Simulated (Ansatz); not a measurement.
A single point on C₁₁H₁₆, SMILES `Cc1ccc(C(C)(C)C)cc1`.

```yaml
crystal:
  periodic: [false, false, false]
  atoms:
    - {symbol: C, position_ang: [-0.212897, -4.125983, -0.203940]}
    - {symbol: C, position_ang: [-0.149293, -2.631926, -0.116321]}
    - {symbol: C, position_ang: [-1.108501, -1.901676, 0.568362]}
    - {symbol: C, position_ang: [-1.048111, -0.515356, 0.640877]}
    - {symbol: C, position_ang: [-0.023840, 0.197014, 0.031014]}
    - {symbol: C, position_ang: [0.080825, 1.715579, 0.088087]}
    - {symbol: C, position_ang: [0.052905, 2.280426, -1.335576]}
    - {symbol: C, position_ang: [1.399260, 2.107263, 0.762715]}
    - {symbol: C, position_ang: [-1.064879, 2.343442, 0.874527]}
    - {symbol: C, position_ang: [0.940365, -0.542744, -0.656278]}
    - {symbol: C, position_ang: [0.881007, -1.921092, -0.728771]}
    - {symbol: H, position_ang: [-1.038607, -4.522567, 0.388859]}
    - {symbol: H, position_ang: [-0.354342, -4.456025, -1.237262]}
    - {symbol: H, position_ang: [0.711757, -4.584578, 0.156852]}
    - {symbol: H, position_ang: [-1.924786, -2.423028, 1.058634]}
    - {symbol: H, position_ang: [-1.822856, 0.006327, 1.188178]}
    - {symbol: H, position_ang: [0.878539, 1.896541, -1.937914]}
    - {symbol: H, position_ang: [-0.879958, 2.017062, -1.839906]}
    - {symbol: H, position_ang: [0.133703, 3.370949, -1.312672]}
    - {symbol: H, position_ang: [1.494858, 3.195986, 0.806093]}
    - {symbol: H, position_ang: [1.443847, 1.718981, 1.783105]}
    - {symbol: H, position_ang: [2.261436, 1.716825, 0.218505]}
    - {symbol: H, position_ang: [-1.079675, 2.000971, 1.912184]}
    - {symbol: H, position_ang: [-2.035342, 2.119358, 0.424783]}
    - {symbol: H, position_ang: [-0.948155, 3.429829, 0.886289]}
    - {symbol: H, position_ang: [1.761367, -0.032130, -1.147789]}
    - {symbol: H, position_ang: [1.651396, -2.459456, -1.272623]}
basis:
  gaussian: {orbitals: def2-QZVPP}
correlation: {method: mp2}
```

```sh
$ ansatz run in.yaml --threads 4 --pin off --events-out ev --progress --plain --max-ram 66560MiB --backend cuda --devices 0, --max-vram 37GiB
```

Shortened log:

```
Functional definition: HF
6592 factors; integrals over basis functions are off by at most 8.6e-4 eV
mean field evaluation 1: about -11583.4393 eV, gradient 5.8e1 eV
mean field evaluation 2: about -11583.7841 eV, gradient 5.7e1 eV
mean field evaluation 4: about -11593.1193 eV, gradient 6.8e0 eV
mean field evaluation 8: about -11593.2664 eV, gradient 4.9e-1 eV
mean field -11593.26714135 eV, -426.0447092459 hartree, gradient 6.8e-6 eV, S^2 0.000000; 0 other end points of the search recorded, 0 dependent functions left out; unrestricted orbitals would lower it
mean field evaluation 16: about -11593.3266 eV, gradient 7.1e-2 eV
11 core orbitals not correlated: weight in the atoms' cores, before any rotation towards them, 1.000 or more for the frozen orbitals, at most 0.000 for the correlated occupied ones
reference -11593.26714135 eV, -426.0447092459 hartree; 30, 30 occupied and 1066, 1066 virtual orbitals, 6592 factors
second order -53.03772478 eV of doubles, -0.00000000 eV of singles
Total energy: -11646.30486612 eV, -427.9938096811 hartree
```

Run time 21 s (4 threads of an AMD EPYC 7R13 on a shared host and a share of an NVIDIA H100 80 GB); peak host memory 17 GiB.
